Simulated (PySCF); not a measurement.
germanium monotelluride (GeTe), SMILES [Ge]=[Te] (connectivity only; charge and spin as stated), neutral, multiplicity 1.

Geometry optimised at r2SCAN-D4/def2-TZVP. The def2 effective core potentials stand for the cores of Te; spin–orbit coupling is left out.

These are PBE/def2-TZVPD (PySCF) values and carry that method's errors.

Gas-phase values at a fixed geometry.

### Question
Estimate the frontier levels, gap, dipole moment and polarisability. (The exact figures need the calculation; the answer reports its results.)

### Answer

```
Property                                                                                                         Value
---------------------------------------------------------------------------------------------  -----------------------
highest occupied level                                                                                        -6.20 eV
lowest empty level                                                                                            -3.29 eV
orbital gap                                                                                                    2.91 eV
dipole moment                                                                                                   1.03 D
quadrupole, principal values (traceless, Buckingham form, about the centre of nuclear charge)   -0.76, -0.76, 1.53 D·Å
mean static polarisability                                                                       79.5 bohr³ (11.78 Å³)
polarisability, principal values                                                               62.0, 62.0, 114.4 bohr³
```
